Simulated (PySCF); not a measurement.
A structure optimised at PBE-D3(BJ)/def2-TZVP, used in a PySCF frequency run:

```
C
S 1 1.5152
S 1 1.6401 2 174.89
H 3 1.3713 1 93.71 2 180.00
```
Charge +1, spin multiplicity 1.

**Question.** Write its SMILES, formula and point group.

**Answer.** S=C=[SH+], CHS2, Cs

**Question.** What are its rotational constants (standard atomic weights)?

**Answer.** 275.18, 3.1132, 3.0784 GHz
